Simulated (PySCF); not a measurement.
PySCF job for CH₃N₂S, SMILES [NH]C(=S)N, multiplicity 2, TDA-M06-2X/def2-SVPD. The structure is a stationary point at PBE0-D3(BJ)/def2-SVP. The isomer is the one that the SMILES or the coordinates give; other isomers of the formula were not compared. One conformer was computed; it need not be the lowest.

```python
import numpy as np
from pyscf import gto, scf, dft, tdscf

mol = gto.M(
    atom='''
    N     0.95454110   -0.94304453    0.80730843
    C    -0.05653994   -0.29288586    0.30389561
    N    -1.32409591   -0.69241765    0.53769707
    S     0.28959384    0.97004944   -0.81299768
    H     1.80595287   -0.37809565    0.79753285
    H    -1.45361225   -1.55458159    1.05325380
    H    -2.05971886   -0.38256343   -0.08123602
    ''',
    basis='def2-SVPD',
    charge=0,
    spin=1,
    max_memory=1600,
    verbose=4,
)
mf = dft.UKS(mol, xc='m06-2x').density_fit(auxbasis='def2-universal-jkfit')
mf.grids.level = 4
mf.conv_tol = 1e-9
mf.max_cycle = 100
mf.kernel()
fine, coarse = mf.grids, dft.Grids(mol).set(level=1).build(with_non0tab=True)
for _ in range(3):  # follow internal instabilities
    mf.grids = coarse
    mo, _, stable, _ = mf.stability(return_status=True, nroots=4)
    mf.grids = fine
    if stable:
        break
    mf.kernel(mf.make_rdm1(mo, mf.mo_occ))
mf.grids = dft.Grids(mol).set(level=2).build(with_non0tab=True)  # coarser grid for the response kernel
td = tdscf.TDA(mf)
td.nstates = 10
td.conv_tol = 1e-4
td.positive_eig_threshold = 1e-6
td.kernel(x0=td.get_init_guess(mf, 15))
td.analyze()
```

Log of the run:

```
[...]
  HOMO = -0.299355444878  LUMO = -0.137822497243  gap/eV = 4.39554
cycle= 4 E= -547.257286004879  delta_E= -0.00108  |g|= 0.0209  |ddm|= 0.0845
  alpha nocc = 20  HOMO = -0.316232924071085  LUMO = 0.0260318094712875
  beta  nocc = 19  HOMO = -0.299221187985044  LUMO = -0.135038444079752
  HOMO = -0.299221187985  LUMO = -0.13503844408  gap/eV = 4.46764
cycle= 5 E= -547.257764850557  delta_E= -0.000479  |g|= 0.00884  |ddm|= 0.054
  alpha nocc = 20  HOMO = -0.316005599462312  LUMO = 0.026161595967646
  beta  nocc = 19  HOMO = -0.298582654078435  LUMO = -0.13327669207235
  HOMO = -0.298582654078  LUMO = -0.133276692072  gap/eV = 4.49820
cycle= 6 E= -547.258063972863  delta_E= -0.000299  |g|= 0.00963  |ddm|= 0.0439
  alpha nocc = 20  HOMO = -0.317314320880847  LUMO = 0.0260629746431298
  beta  nocc = 19  HOMO = -0.299462133026539  LUMO = -0.132743166214935
  HOMO = -0.299462133027  LUMO = -0.132743166215  gap/eV = 4.53665
cycle= 7 E= -547.258278564769  delta_E= -0.000215  |g|= 0.00544  |ddm|= 0.0363
  alpha nocc = 20  HOMO = -0.318893856479031  LUMO = 0.0261331002962351
  beta  nocc = 19  HOMO = -0.300682577419122  LUMO = -0.132334590550215
  HOMO = -0.300682577419  LUMO = -0.13233459055  gap/eV = 4.58098
cycle= 8 E= -547.258471159513  delta_E= -0.000193  |g|= 0.00367  |ddm|= 0.0479
  alpha nocc = 20  HOMO = -0.319207926683091  LUMO = 0.026171504454473
  beta  nocc = 19  HOMO = -0.300969338913002  LUMO = -0.131503105936883
  HOMO = -0.300969338913  LUMO = -0.131503105937  gap/eV = 4.61141
cycle= 9 E= -547.258577649803  delta_E= -0.000106  |g|= 0.00181  |ddm|= 0.0437
  alpha nocc = 20  HOMO = -0.319761613451313  LUMO = 0.0261118344641402
  beta  nocc = 19  HOMO = -0.30160503246608  LUMO = -0.13164448335514
  HOMO = -0.301605032466  LUMO = -0.131644483355  gap/eV = 4.62486
cycle= 10 E= -547.258624419425  delta_E= -4.68e-05  |g|= 0.00128  |ddm|= 0.0288
  alpha nocc = 20  HOMO = -0.319782810604347  LUMO = 0.0261750135759149
  beta  nocc = 19  HOMO = -0.301683239927514  LUMO = -0.131636407789522
  HOMO = -0.301683239928  LUMO = -0.13163640779  gap/eV = 4.62721
cycle= 11 E= -547.25864696757  delta_E= -2.25e-05  |g|= 0.00115  |ddm|= 0.0157
  alpha nocc = 20  HOMO = -0.319764521483007  LUMO = 0.0262141744602817
  beta  nocc = 19  HOMO = -0.301707610405973  LUMO = -0.13163341049609
  HOMO = -0.301707610406  LUMO = -0.131633410496  gap/eV = 4.62795
cycle= 12 E= -547.258662801148  delta_E= -1.58e-05  |g|= 0.00102  |ddm|= 0.0119
  alpha nocc = 20  HOMO = -0.319844379150502  LUMO = 0.026313435816919
  beta  nocc = 19  HOMO = -0.30189724377167  LUMO = -0.131483302003055
  HOMO = -0.301897243772  LUMO = -0.131483302003  gap/eV = 4.63720
cycle= 13 E= -547.258683363497  delta_E= -2.06e-05  |g|= 0.000884  |ddm|= 0.0191
  alpha nocc = 20  HOMO = -0.319699328420006  LUMO = 0.0264268934882512
  beta  nocc = 19  HOMO = -0.30188305755287  LUMO = -0.131592945804308
  HOMO = -0.301883057553  LUMO = -0.131592945804  gap/eV = 4.63383
cycle= 14 E= -547.258702082939  delta_E= -1.87e-05  |g|= 0.000477  |ddm|= 0.0243
  alpha nocc = 20  HOMO = -0.319642038414487  LUMO = 0.0265179764642793
  beta  nocc = 19  HOMO = -0.301995751620662  LUMO = -0.131361345524376
  HOMO = -0.301995751621  LUMO = -0.131361345524  gap/eV = 4.64320
cycle= 15 E= -547.258709957348  delta_E= -7.87e-06  |g|= 0.000341  |ddm|= 0.021
  alpha nocc = 20  HOMO = -0.319569413434885  LUMO = 0.0265520975592963
  beta  nocc = 19  HOMO = -0.30183616333776  LUMO = -0.131528128705426
  HOMO = -0.301836163338  LUMO = -0.131528128705  gap/eV = 4.63432
cycle= 16 E= -547.258711421059  delta_E= -1.46e-06  |g|= 0.000108  |ddm|= 0.00946
  alpha nocc = 20  HOMO = -0.319559555182873  LUMO = 0.0265643797541855
  beta  nocc = 19  HOMO = -0.301798020271375  LUMO = -0.131574129732291
  HOMO = -0.301798020271  LUMO = -0.131574129732  gap/eV = 4.63203
cycle= 17 E= -547.258711526709  delta_E= -1.06e-07  |g|= 6.65e-05  |ddm|= 0.00245
  alpha nocc = 20  HOMO = -0.319542525339699  LUMO = 0.026566696467035
  beta  nocc = 19  HOMO = -0.301768763427763  LUMO = -0.131579660635889
  HOMO = -0.301768763428  LUMO = -0.131579660636  gap/eV = 4.63108
cycle= 18 E= -547.258711541324  delta_E= -1.46e-08  |g|= 2.55e-05  |ddm|= 0.000605
  alpha nocc = 20  HOMO = -0.319538943398933  LUMO = 0.0265684104366835
  beta  nocc = 19  HOMO = -0.301775847466084  LUMO = -0.131576407802788
  HOMO = -0.301775847466  LUMO = -0.131576407803  gap/eV = 4.63136
cycle= 19 E= -547.258711542763  delta_E= -1.44e-09  |g|= 1.62e-05  |ddm|= 0.000403
  alpha nocc = 20  HOMO = -0.319543047637368  LUMO = 0.0265668420200038
  beta  nocc = 19  HOMO = -0.301767839673079  LUMO = -0.131583207464741
  HOMO = -0.301767839673  LUMO = -0.131583207465  gap/eV = 4.63096
cycle= 20 E= -547.2587115442  delta_E= -1.44e-09  |g|= 9.4e-06  |ddm|= 0.000282
  alpha nocc = 20  HOMO = -0.319539518013193  LUMO = 0.0265678521154431
  beta  nocc = 19  HOMO = -0.301768862827608  LUMO = -0.131578590826663
  HOMO = -0.301768862828  LUMO = -0.131578590827  gap/eV = 4.63111
cycle= 21 E= -547.258711544222  delta_E= -2.19e-11  |g|= 4.4e-06  |ddm|= 0.000145
  alpha nocc = 20  HOMO = -0.319540807545703  LUMO = 0.0265674898662729
  beta  nocc = 19  HOMO = -0.301769238365829  LUMO = -0.131579778885708
  HOMO = -0.301769238366  LUMO = -0.131579778886  gap/eV = 4.63109
Extra cycle  E= -547.258711544278  delta_E= -5.58e-11  |g|= 4.81e-06  |ddm|= 1.87e-05
converged SCF energy = -547.258711544278  <S^2> = 0.76689149  2S+1 = 2.0168208
tot grids = 29152
uhf_internal: lowest eigs of H = [0.02635365 0.1027438  0.17533063 0.30656769]
<class 'pyscf.df.df_jk.DFUKS'> wavefunction is stable in the internal stability analysis
tot grids = 61056
Overwritten attributes  positive_eig_threshold  of <class 'pyscf.tdscf.uks.TDA'>


******** <class 'pyscf.tdscf.uks.TDA'> for <class 'pyscf.df.df_jk.DFUKS'> ********
nstates = 10
deg_eia_thresh = 1.000e-03
wfnsym = None
conv_tol = 0.0001
eigh lindep = 1e-12
eigh level_shift = 0
eigh max_cycle = 100


Excitation energies (eV)
[0.1378851  1.97454957 2.26059763 4.99276423 5.05018691 5.53383222
 5.84014392 6.00167037 6.18126639 6.35767036]

** Excitation energies and oscillator strengths **
Excited State   1:      0.13789 eV   8991.85 nm  f=0.0000
      18b ->   20b      0.17838
      19b ->   20b     -0.97517
Excited State   2:      1.97455 eV    627.91 nm  f=0.0428
      19a ->   21a     -0.11712
      17b ->   20b      0.27965
      18b ->   20b     -0.90457
      19b ->   20b     -0.15030
Excited State   3:      2.26060 eV    548.46 nm  f=0.0002
      16b ->   20b      0.11058
      17b ->   20b     -0.92630
      18b ->   20b     -0.28357
Excited State   4:      4.99276 eV    248.33 nm  f=0.0025
      18a ->   21a     -0.17902
      19a ->   21a     -0.47416
      19a ->   22a      0.24041
      19a ->   26a      0.13605
      20a ->   21a     -0.15467
      15b ->   20b     -0.10752
      16b ->   20b      0.45358
      18b ->   21b      0.18074
      18b ->   22b     -0.37034
      18b ->   26b      0.13582
      19b ->   21b      0.15236
      19b ->   22b     -0.32598
      19b ->   26b      0.10324
Excited State   5:      5.05019 eV    245.50 nm  f=0.0039
      18a ->   21a     -0.11412
      20a ->   21a     -0.17816
      20a ->   22a      0.11228
      15b ->   20b      0.46102
      16b ->   20b     -0.54537
      17b ->   21b      0.11141
      17b ->   22b     -0.22310
      19b ->   21b      0.22779
      19b ->   22b     -0.46179
      19b ->   26b      0.15637
Excited State   6:      5.53383 eV    224.05 nm  f=0.0035
      17a ->   21a     -0.13955
      19a ->   21a      0.31150
      19a ->   22a     -0.16410
      20a ->   21a     -0.56801
      20a ->   22a      0.32450
      20a ->   26a      0.15367
      15b ->   20b     -0.12461
      16b ->   20b      0.38067
      18b ->   21b     -0.17684
      18b ->   22b      0.31780
      18b ->   26b     -0.10598
      19b ->   22b     -0.17834
Excited State   7:      5.84014 eV    212.30 nm  f=0.0209
      17a ->   21a      0.10562
      18a ->   21a      0.36289
      18a ->   22a     -0.17648
      18a ->   26a     -0.11418
      19a ->   21a     -0.34491
      19a ->   22a      0.18556
      20a ->   21a      0.28152
      20a ->   22a     -0.11006
      16b ->   20b      0.20693
      18b ->   21b     -0.28166
      18b ->   22b      0.52347
      18b ->   26b     -0.15203
      19b ->   21b      0.13197
      19b ->   22b     -0.22226
Excited State   8:      6.00167 eV    206.58 nm  f=0.0015
      18a ->   21a      0.14754
      20a ->   22a      0.11044
      20a ->   23a     -0.17105
      15b ->   20b     -0.51751
      16b ->   20b     -0.32698
      17b ->   21b     -0.11221
      17b ->   22b      0.28245
      17b ->   26b     -0.10939
      19b ->   22b     -0.44475
      19b ->   23b      0.28669
      19b ->   25b      0.10237
      19b ->   26b      0.11642
      19b ->   28b     -0.13223
Excited State   9:      6.18127 eV    200.58 nm  f=0.0021
      20a ->   21a      0.14504
      20a ->   22a      0.12822
      20a ->   23a     -0.20271
      20a ->   25a     -0.11640
      20a ->   28a      0.10921
      15b ->   20b      0.49573
      16b ->   20b      0.25103
      19b ->   21b     -0.49073
      19b ->   23b      0.34789
      19b ->   24b     -0.18157
      19b ->   25b      0.22398
      19b ->   28b     -0.16271
      19b ->   29b      0.10830
Excited State  10:      6.35767 eV    195.02 nm  f=0.0302
      18a ->   21a      0.22344
      19a ->   21a      0.24933
      19a ->   22a     -0.13559
      20a ->   22a     -0.12860
      15b ->   20b      0.38198
      16b ->   20b      0.16553
      17b ->   21b     -0.25813
      17b ->   22b      0.48148
      17b ->   25b      0.10395
      17b ->   26b     -0.14818
      18b ->   22b     -0.29352
      19b ->   21b      0.38696
      19b ->   22b     -0.13093

** Transition electric dipole moments (AU) **
state          X           Y           Z        Dip. S.      Osc.
  1         0.0623     -0.0553      0.0601      0.0106      0.0000
  2         0.0671     -0.6412      0.6844      0.8841      0.0428
  3         0.0004     -0.0557     -0.0118      0.0032      0.0002
  4         0.0956     -0.1037      0.0146      0.0201      0.0025
  5        -0.0862      0.1515     -0.0389      0.0319      0.0039
  6         0.0170     -0.1379      0.0824      0.0261      0.0035
  7        -0.1086     -0.3054      0.2025      0.1461      0.0209
  8         0.0772     -0.0596      0.0235      0.0101      0.0015
  9        -0.0903     -0.0255     -0.0715      0.0139      0.0021
 10         0.3411     -0.1330      0.2449      0.1940      0.0302

** Transition velocity dipole moments (imaginary part, AU) **
state          X           Y           Z        Dip. S.      Osc.
  1        -0.0021      0.0202     -0.0051      0.0004      0.0577
  2        -0.0203      0.0689     -0.0795      0.0115      0.1055
  3        -0.0075      0.0067      0.0104      0.0002      0.0017
  4        -0.0022     -0.0082      0.0036      0.0001      0.0003
  5         0.0157      0.0011      0.0085      0.0003      0.0011
  6        -0.0142      0.0010     -0.0055      0.0002      0.0008
  7        -0.0008     -0.0234      0.0309      0.0015      0.0047
  8         0.0143      0.0122      0.0122      0.0005      0.0015
  9        -0.0126      0.0021     -0.0063      0.0002      0.0006
 10         0.0248      0.0064      0.0206      0.0011      0.0031

** Transition magnetic dipole moments (imaginary part, AU) **
state          X           Y           Z
  1         0.1174      0.5454     -0.5360
  2        -0.0080      0.0620     -0.0100
  3        -0.2210     -0.0349      0.2572
  4         0.1705     -0.0020      0.2380
  5        -0.5782     -0.2625     -0.3534
  6         0.3959      0.1617      0.0963
  7        -0.6200     -0.0914     -0.0101
  8         0.3183      0.0351      0.0711
  9         0.1132     -0.2288     -0.2245
 10         0.1303     -0.1590      0.1287
```

The run converged.
